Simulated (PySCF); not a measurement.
Which level of theory gave which numbers?

Species: C₅H₁₂N₂O.
InChI=1S/C5H12N2O/c1-6(2)5(8)7(3)4/h1-4H3

The closed-shell ground state was solved 5 times with PySCF (density fitting, gas phase), always in the pcSseg-1 basis (196 functions), with these functionals: CAM-B3LYP, LC-wPBE, OPBE, PBE0 and wB97X-D. Geometry: PBE0-D3(BJ)/def2-SVP, one conformer, isolated molecule.

```csv
row,total energy (Eh),HOMO (eV),LUMO (eV),dipole (D)
P,-382.0037,-6.60,1.23,3.46
Q,-382.2717,-5.16,0.36,3.28
R,-382.2652,-7.97,2.05,3.50
S,-382.3237,-8.46,3.05,3.53
T,-382.2224,-9.30,3.42,3.53
```

Task: Which functional belongs to which row?

Result: P = PBE0, Q = OPBE, R = CAM-B3LYP, S = wB97X-D, T = LC-wPBE. By rising HOMO–LUMO gap: OPBE (GGA) 5.52 eV; PBE0 (global hybrid, 25 % exact exchange) 7.83 eV; CAM-B3LYP (range-separated hybrid) 10.02 eV; wB97X-D (range-separated hybrid) 11.51 eV; LC-wPBE (range-separated hybrid) 12.72 eV. Total energies of different functionals aren't bounds to one another; each is stationary for its own functional.

The values belong to the conformer `[CH3:1][N:2]([CH3:3])[C:4](=[O:5])[N:6]([CH3:7])[CH3:8]`: C1–N2–C4–O5 11°, N2–C4–N6–C7 -169°.

wB97X-D is run here without its empirical dispersion term; that term would change no orbital, density or response property at a fixed geometry.
